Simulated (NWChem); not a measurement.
# phosphoric acid (H3PO4); SMILES O=P(O)(O)O

```xyz
8

O      1.4282    -0.1440    -0.5880
P      0.0003    -0.0025     0.1301
O      0.0037    -0.0306     1.6054
O     -0.5817     1.3264    -0.5553
O     -0.8505    -1.1491    -0.6018
H      2.0001    -0.7483    -0.0976
H     -0.3507     2.1085    -0.0377
H     -1.6499    -1.3555    -0.1007
```
Atoms are numbered in this order, from 1.

Results from NWChem. Pople sets run with spherical d functions. Coordinates come from a PBE0/def2-SVP optimisation. Static field.

Task: Among these, which level gives the highest value of “isotropic polarisability (bohr³)”?
A. CAM-B3LYP/6-31G*
B. CAM-B3LYP/6-31+G*
C. CAM-B3LYP/def2-SVPD
D. CAM-B3LYP/def2-SVP

Result: C, CAM-B3LYP/def2-SVPD. Values: CAM-B3LYP/def2-SVP 27.0; CAM-B3LYP/6-31G* 27.8; CAM-B3LYP/6-31+G* 34.6; CAM-B3LYP/def2-SVPD 37.9
